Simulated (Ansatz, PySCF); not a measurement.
Ca(F)2 anion (CaF₂), SMILES [F][Ca][F] (connectivity only; charge and spin as stated), charge -1, multiplicity 2. Atoms are numbered in the order given.

```xyz
3

Ca     0.0000     0.0000     0.0000
F      0.0000     0.0000    -2.0877
F      0.0000     0.0000     2.0877
```
Charge -1, spin multiplicity 2.

Geometry optimised at ωB97X-D3(BJ)/def2-TZVPD. The multiplicity is an assumed one; other spin states were not compared. The isomer is the one that the SMILES or the coordinates give; other isomers of the formula were not compared.

Two levels are set side by side: PBE-D3(BJ)/def2-TZVPD (Ansatz, a quantum-chemistry and plane-wave program) and ωB97X-D3(BJ)/def2-TZVPD (PySCF). Each level has its own optimised geometry; the coordinates shown are those of the second. Differences are taken from unrounded values.

```csv
quantity,ωB97X-D3(BJ)
mean bond length (Å),2.088
bond Ca1–F2 (Å),2.088
bond Ca1–F3 (Å),2.088
```

**Question.** What does PBE-D3(BJ) give, and how far is it from ωB97X-D3(BJ)? (An estimate is asked for; the answer gives what the named calculation found.)

**Answer.** 
```tsv
quantity	PBE-D3(BJ)	PBE-D3(BJ) minus ωB97X-D3(BJ)
mean bond length (Å)	2.084	-0.004
bond Ca1–F2 (Å)	2.084	-0.004
bond Ca1–F3 (Å)	2.084	-0.004
```

Here PBE gives about what the other level gives.
